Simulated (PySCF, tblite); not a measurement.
Isomers of C3H8Cl2OSi2. Computed with GFN2-xTB (tblite): harmonic, unscaled wavenumbers at the GFN2-xTB geometry, gas phase. The method is semi-empirical: single wavenumbers can be off by several per cent or more. Modes of hydrogen on silicon can be 10 to 20 % off. One conformer each.

Electronic energies: PBE0/pcSseg-1 single points on the GFN2-xTB geometries (PySCF, gas phase).

```tsv
SMILES	electronic energy, lowest = 0 (kJ/mol)
C=CO[Si@@H](Cl)[SiH2]CCl	0.0
ClC[Si@@H]1OC[C@@H](Cl)[SiH2]1	71.8
CO[SiH2]/C=C(\Cl)[SiH2]Cl	18.6
```

Task: How do GFN2-xTB zero-point energies change the relative energies?

Result: 
| SMILES | ZPE (kJ/mol) | of it from modes above 1550 cm⁻¹ | electronic (kJ/mol) | with ZPE, lowest = 0 (kJ/mol) | lowest mode (cm⁻¹) | rings |
| --- | --- | --- | --- | --- | --- | --- |
| C=CO[Si@@H](Cl)[SiH2]CCl | 261.8 | 141.4 | 0.0 | 0.0 | 17i | 0 |
| CO[SiH2]/C=C(\Cl)[SiH2]Cl | 257.9 | 135.3 | 18.6 | 14.7 | 21 | 0 |
| ClC[Si@@H]1OC[C@@H](Cl)[SiH2]1 | 269.6 | 128.5 | 71.8 | 79.6 | 33 | 1 |

The zero-point energies span 11.7 kJ/mol, from `CO[SiH2]/C=C(\Cl)[SiH2]Cl` to `ClC[Si@@H]1OC[C@@H](Cl)[SiH2]1`. Slightly imaginary modes are left out of the zero-point energy: `C=CO[Si@@H](Cl)[SiH2]CCl` 17.3i cm⁻¹. The order is unchanged.

Task: And how do the electronic energies of GFN2-xTB itself compare?

Result: `C=CO[Si@@H](Cl)[SiH2]CCl` 39.2; `CO[SiH2]/C=C(\Cl)[SiH2]Cl` 0.0; `ClC[Si@@H]1OC[C@@H](Cl)[SiH2]1` 103.3 kJ/mol, lowest = 0. Against the energies above, taken from the same isomer `C=CO[Si@@H](Cl)[SiH2]CCl`, the largest difference is 57.8 kJ/mol.
